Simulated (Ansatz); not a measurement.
(H3Sn)2CH2 (CH8Sn2) was relaxed with PBE0-D4 (def2-SVP) in Ansatz in these states: charge +1 doublet, neutral singlet. The geometries follow in no particular order.

In the def2 sets Sn takes a core potential; there is no spin–orbit coupling.

A:

```xyz
11

Sn    0.0091   -0.4308    1.7177
H     0.6087    0.7540    2.7951
H    -1.6829   -0.5470    1.6085
H     0.8648   -1.8895    1.5969
C     0.7268    0.7985   -0.0780
Sn   -0.5934   -0.2107   -1.6560
H    -0.5451   -1.8836   -1.3616
H     0.4259    0.3575   -2.9053
H    -2.1049    0.5347   -1.4716
H     1.8055    0.6467   -0.2328
H     0.4855    1.8701   -0.0129
```

B:

```
atom   x (Å)   y (Å)   z (Å)
 Sn1   0.701   0.239  -1.676
  H2   2.103   1.016  -2.290
  H3   0.819  -1.448  -1.966
  H4  -0.686   0.852  -2.477
  C5   0.513   0.596   0.440
 Sn6  -0.999  -0.586   1.420
  H7  -2.449  -0.537   0.503
  H8  -1.307   0.026   2.994
  H9  -0.461  -2.211   1.534
 H10   0.284   1.662   0.594
 H11   1.482   0.391   0.922
```

Q: Judge from the bond lengths which geometry belongs to which state (an estimate).

A: A is the charge +1 doublet (Sn1–C5 2.292 Å, C5–Sn6 2.292 Å, Sn6–H9 1.695 Å); B is the neutral singlet (Sn1–C5 2.155 Å, C5–Sn6 2.155 Å, Sn6–H9 1.715 Å).
